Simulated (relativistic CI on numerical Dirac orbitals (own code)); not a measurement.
**Nb25+: sensitivity of the levels to the model**

Base calculation: Dirac-Coulomb-Breit CI, separate exchange-only KLI orbitals for each configuration, model QED, unscaled Slater integrals.

Configuration list (outside the closed core [Ne]): 3s²3p⁴, 3s3p⁵, 3s²3p³3d, 3p⁶, 3s3p⁴3d, 3p⁵3d, 3s3p³3d², 3s²3p²3d4p, 3p⁵4s, 3s²3p³4s, 3s3p³3d4s, 3p⁵4p, 3s²3p³4p, 3s²3p²3d², 3s²3p3d³, 3s3p²3d³, 3s²3p3d²4s, 3s²3p3d²4p, 3p⁴3d², 3p³3d³, 3p³3d²4s, 3p³3d²4p. Double excitations out of closed p, d and f shells are left out; levels of such configurations are missing from the list, as are those of other unlisted configurations, and high levels can miss mixing partners.

Variants: (1) P86 correlation estimate; (2) one mean potential for all configurations; (3) non-relativistic limit. Shifts of the energy above 3s²3p⁴ ³P2, in cm⁻¹, for the lowest level and the first level of each name with at least 55 % of one term (blank where a level changes its place among those of its configuration and J or its character, or is not in the variant):

| Level | Base | Δ(1) | Δ(2) | Δ(3) |
| --- | --- | --- | --- | --- |
| 3s²3p⁴ ³P2 | 0 | 0 | 0 | 0 |
| 3s²3p⁴ ³P1 | 154495 | +6 | +33 | -154495 |
| 3s²3p⁴ ¹D2 | 197932 | +10 | +35 | -138810 |
| 3s3p⁵ ³P°2 | 725068 | +1748 | +183 | -171876 |
| 3s²3p³3d ⁵D°1 | 888644 | +1891 | -85 | -119218 |
| 3s²3p³3d ⁵D°4 | 894857 | +1916 | -159 | -125431 |
| 3s²3p³3d ³D°1 | 991809 | +1925 | -151 |  |
| 3s²3p³3d ¹S°0 | 1001934 | +1934 | -122 | -155920 |
| 3s²3p³3d ³F°3 | 1014310 | +1921 | -145 | -169056 |
| 3s²3p³3d ³G°4 | 1042004 | +1916 | -156 |  |
| 3s²3p³3d ³F°4 | 1062540 | +1921 | -139 |  |
| 3s²3p³3d ³G°5 | 1095437 | +1914 | -156 | -199125 |
| 3s²3p³3d ³P°0 | 1140886 | +1939 | -105 | -173439 |
| 3s²3p³3d ³D°2 | 1158363 | +1932 | -163 |  |

At this charge energies of transitions that change n are usually good to better than 1 %, and those within a shell (Δn = 0) to a few per cent.

Ionisation energy from the two ground configurations alone: base 1293.91 eV; P86 correlation estimate 1295.67 eV. The NIST ASD value (semi-empirical) is 1293.7 eV.

LS names give the leading component of a level, which can be under half, so a name can repeat, a term be missing and a line seem to break the LS rules.
